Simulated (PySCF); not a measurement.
PySCF was given this input:
```python
from pyscf import gto, scf, dft

mol = gto.M(
    atom='''
Cl   -0.00000000   -0.00000000   -1.28417300
Cl    0.00000000    0.00000000    1.28417300
''',
    basis='cc-pvtz',
    charge=-1,
    spin=1,
    verbose=4,
)

mf = dft.UKS(mol)
mf.xc = 'pbe0'
mf.kernel()
```

Q: What does this run give for the total energy, <S^2>, HOMO energy, number of basis functions, Mulliken (on the basis functions themselves) charges in atom order, nuclear repulsion energy?

A: 
The total energy is -920.1918 Eh and the <S^2> comes out as 0.754. The HOMO energy comes out as -1.47 eV and the number of basis functions comes out as 68. The Mulliken (on the basis functions themselves) charges in atom order is Cl1 -0.50, Cl2 -0.50 and the nuclear repulsion energy is 59.5450 Eh.

These values belong to the state on which the SCF converged, which isn't shown to be the lowest.
